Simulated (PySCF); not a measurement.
CBrF₂, SMILES F[C](F)Br (connectivity only; charge and spin as stated), charge +1, multiplicity 1. Heavy atoms are numbered as in [F:1][C:2]([F:3])[Br:4].

The structure is a stationary point at B3LYP-D3(BJ)/def2-SVP. The spin state was assumed, not searched. The isomer is the one that the SMILES or the coordinates give; other isomers of the formula were not compared.

These are HF/pcSseg-2 (PySCF) values and carry that method's errors.

GIAO shieldings, no solvent; atoms alike by connectivity are averaged. δ = σ(ref) − σ: ¹⁹F against CFCl3 (σ = 237.3 ppm); ¹³C against TMS (σ = 193.3 ppm), references at their B3LYP-D3(BJ)/def2-TZVP geometries, non-relativistic (without spin–orbit terms, shifts of atoms bonded to Cl or Br come out too high).

Task: Estimate the chemical shifts. (Estimate from the structure and the level; the computed values follow.)

Result: 
| nucleus | atoms | count | δ (ppm) |
|---|---|---|---|
| ¹⁹F | F1 | 2 | 165.8 |
| ¹³C | C2 | 1 | 228.8 |
